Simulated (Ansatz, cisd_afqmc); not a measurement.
Species: Cl, charge 1, triplet.

Total energies in aug-cc-pV(Q+d)Z, 6 correlated electrons, 5 frozen orbitals. Open shells are spin-unrestricted; no spin-orbit coupling. Cores are frozen in correlated methods. No relativity. The Monte Carlo rows (phaseless AFQMC, CISD trial, step 0.005/hartree) carry one-sigma bars that omit the constraint's bias. Outlying blocks are dropped, and bars are widened where a walk drifts. Over all cases where full CI ran beside it in this data, AFQMC minus full CI had a median of +0.1 mEh and passed +0.4 mEh in a tenth of the cases.

```
method         program         energy (Eh)  minus CCSDT(Q) (mEh)
----------  ----------  ------------------  --------------------
HF              Ansatz          -459.05686                166.06
MP2             Ansatz          -459.19336                 29.56
CCSD            Ansatz          -459.21665                  6.27
CCSD(T)         Ansatz          -459.22203                  0.89
CCSDT(Q)        Ansatz          -459.22292                  0.00
AFQMC/CISD  cisd_afqmc  -459.2223 ± 0.0002             0.6 ± 0.2
```

Ansatz is a first-principles code.
